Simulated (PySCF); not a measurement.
Compound: N-ethyl-1,2-azaborine, C6H10BN.
InChI=1S/C6H10BN/c1-2-8-6-4-3-5-7-8/h3-7H,2H2,1H3

Torsions of this conformer, `[CH3:1][CH2:2][N:3]1[BH:4][CH:5]=[CH:6][CH:7]=[CH:8]1`: C1–C2–N3–B4 -93°.

The closed-shell ground state was solved at several levels (PySCF, density fitting, gas phase, non-relativistic). One conformer (not necessarily the lowest) at the PBE0-D3(BJ)/def2-SVP geometry, without solvent, vibrations or thermal averaging.

```tsv
level	basis functions	total energy (Eh)	HOMO (eV)	LUMO (eV)	gap (eV)	dipole (D)
PBE0/def2-SVPD	240	-313.7045	-6.43	-0.77	5.66	2.25
B3LYP/6-31G*	132	-314.2971	-5.85	-0.44	5.41	2.20
B3LYP/def2-TZVP	308	-314.4210	-6.18	-0.92	5.26	2.24
B3LYP/pcJ-1	316	-314.3228	-6.19	-0.87	5.32	2.32
PBE0/pcSseg-1	186	-313.8740	-6.42	-0.70	5.72	2.36
B3LYP/pcJ-0	134	-313.8234	-6.19	-0.73	5.46	2.41
```

Problem. What might PBE/pcSseg-1 (186 basis functions) give for the same quantities?

Solution. Total energy -313.8379 Eh, HOMO -5.51 eV, LUMO -1.58 eV, gap 3.93 eV, dipole 2.37 D.

Problem. Over all these levels, which gives the widest orbital gap and which the narrowest?

Solution. PBE0/pcSseg-1 (global hybrid, 25 % exact exchange) has the widest, 5.72 eV, and PBE/pcSseg-1 (GGA) the narrowest, 3.93 eV. The two share the basis. From the narrowest to the widest the HOMO moves by -0.91 eV and the LUMO by +0.88 eV.

Problem. How much does the basis alone move the frontier levels among the 4 B3LYP rows?

Solution. The HOMO by 0.34 eV and the LUMO by 0.48 eV. By rising basis size (HOMO, LUMO in eV): 6-31G* -5.85, -0.44; pcJ-0 -6.19, -0.73; def2-TZVP -6.18, -0.92; pcJ-1 -6.19, -0.87.

Problem. How far do the dipole and the HOMO energy spread over the levels?

Solution. The dipole runs from 2.20 to 2.41 D (mean 2.31 D) and the HOMO from -6.43 to -5.51 eV.
